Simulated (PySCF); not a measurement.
## Relaxation of quintet OsF₄

All numbers come from UPBE0/[Os def2-SVP with ECP60, F def2-SVP], scalar-relativistic core potentials, density fitting, no spin–orbit coupling, PySCF. A (50,194) grid was used.

A start at or just off a symmetric point, pushed along the force that breaks its symmetry, of D2d symmetry, free to break it:

```xyz
5
charge 0 multiplicity 5, angstrom
Os    0.0000    0.0000    0.0000
F     1.5983   -0.0001    1.0505
F    -1.5983    0.0000    1.0505
F     0.0000    1.5984   -1.0504
F     0.0000   -1.5983   -1.0506
```

Optimiser trace:
| step | E − E(last) (kJ/mol) | largest gradient (Eh/bohr) |
| --- | --- | --- |
| 0 | 204.03 | 0.01841 |
| 1 | 147.84 | 0.01884 |
| 2 | 72.58 | 0.01544 |
| 3 | 29.28 | 0.00878 |
| 4 | 10.61 | 0.00622 |
| 5 | 4.64 | 0.00523 |
| 6 | 1.89 | 0.00786 |
| 7 | 0.74 | 0.00310 |
| 8 | 0.04 | 0.00091 |
| 9 | 0.00 | 0.00059 |
| 10 | 0.00 | 0.00030 |

It ends at D4h with Os–F 1.864 Å (×4); F–Os–F 90.0° (×4), F–Os–F 180.0° (×2) (after a last refinement on a finer grid). A frequency run shows a minimum.

Final geometry:
```xyz
5
charge 0 multiplicity 5, angstrom
Os    0.0000    0.0000    0.0000
F     1.8644    0.0000    0.0000
F    -1.8644    0.0000    0.0000
F     0.0000    1.8644    0.0001
F     0.0000   -1.8644   -0.0001
```

Open d and f shells are described by one determinant, and the ground state may have another occupation or spin. Spin–orbit coupling, left out here, can matter for elements this heavy.

The relaxation took of the order of 100 core-seconds on a shared host.
